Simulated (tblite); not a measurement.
Start geometry of `s1nnc(c1N(C)C)[SiH3]` from a force field or distance geometry (Å):
```
atom  x, y, z in Å
C1    -2.103   -0.878    0.689
N2    -0.987   -0.123    0.143
C3    -1.157    1.305    0.007
C4     0.076   -0.770   -0.443
S5    -0.089   -2.306   -1.267
N6     1.510   -2.381   -1.714
N7     2.220   -1.363   -1.258
C8     1.440   -0.469   -0.528
Si9    2.325    0.958    0.299
H10   -2.658   -0.278    1.435
H11   -1.788   -1.790    1.199
H12   -2.817   -1.145   -0.106
H13   -0.660    1.701   -0.873
H14   -0.798    1.832    0.889
H15   -2.232    1.563   -0.114
H16    1.758    2.268   -0.139
H17    3.776    0.978   -0.009
H18    2.174    0.904    1.778
```

Problem. What comes out of this run: GFN2-xTB geometry optimisation, gas phase (tblite)?

Solution. 
```
atom  x, y, z in Å
C1    -2.1703   -0.9309    0.5322
N2    -0.9457   -0.1887    0.3552
C3    -1.1087    1.2465    0.3657
C4     0.0681   -0.7826   -0.3177
S5    -0.1195   -2.3581   -1.0318
N6     1.4797   -2.3553   -1.5327
N7     2.0769   -1.3031   -1.2191
C8     1.3845   -0.3740   -0.5423
Si9    2.3845    1.1098    0.0165
H10   -2.7764   -0.4321    1.2871
H11   -1.9421   -1.9410    0.8722
H12   -2.7474   -1.0012   -0.3981
H13   -0.1840    1.7350    0.0775
H14   -1.3852    1.5727    1.3704
H15   -1.8999    1.5473   -0.3311
H16    2.0563    2.2747   -0.8200
H17    3.7933    0.7651   -0.1025
H18    2.0271    1.4222    1.4069
```

The energy falls by 0.458 eV over 158 L-BFGS steps, the largest force on an atom goes from 3.75 to 0.009 eV/Å, and the atoms move by 0.457 Å rms after alignment. The bond that changes most is N6–N7 (both ends pyridine-type nitrogen), which shortens by 0.073 Å. Bonds longer at the end by more than 0.005 Å: 1 of 18; shorter: 10. Among the angles that change most is C4–C8–Si9, from 126.8° to 133.4°. Among the dihedrals that turn most is C4–N2–C3–H13, from 23° to -19°. Rotational constants go from 1314, 1238, 680.4 to 1433, 1207, 675.8 MHz. The orientation of the end geometry is arbitrary; only internal coordinates are fixed.

Its GFN2-xTB frequencies are all real (lowest 46 cm⁻¹). 2 starts were optimised and ended at 0.00 and 0.02 kcal/mol (GFN2-xTB); the lowest of these is shown.

These are computed values.
